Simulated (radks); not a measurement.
Results of a calculation; reference values are marked as such.
Q: Numerical settings for neutral neon, [Ne]. Code: a radial shooting solver on a logarithmic mesh with Libxc functionals. Model: non-relativistic Kohn-Sham, LDA (Slater exchange, Perdew-Wang correlation), spin-polarised, spherical densities, point nucleus. The defaults (mesh step 0.008 in ln r, mesh end at 40 bohr or more with all orbitals vanishing there, Anderson mixing 0.5 over 9 steps, residual threshold near 1e-9 with the energy settled to 1e-9 hartree or 1e-11 of itself, here a cap of 87 iterations) give E = -128.2299 hartree and 2p at -13.547 eV in 13 iterations. Run on one thread of a shared host, so times are rough (Arm Neoverse V2): 0.06 s of CPU time, 0.06 s wall, 13 iterations on 2496 mesh points. One setting is changed at a time: mesh step in ln r 0.005; mesh step in ln r 0.08; mesh step in ln r 0.003; mesh end (bohr) 2; mesh end (bohr) 20; residual threshold 0.01; residual threshold 0.1; mixing 0.05; linear mixing, mixing 0.2; linear mixing, mixing 0.5; mixing history 3; iteration cap 8. Which runs fail to converge, and which converge to a wrong energy?

A: Not converged within the cap: iteration cap 8. Settled on a wrong energy, with an occupied level pushed above zero by the early mesh end: mesh end (bohr) 2 (+1.38 hartree). Apart from these: no run marked as converged misses the energy by more than 1 mhartree.
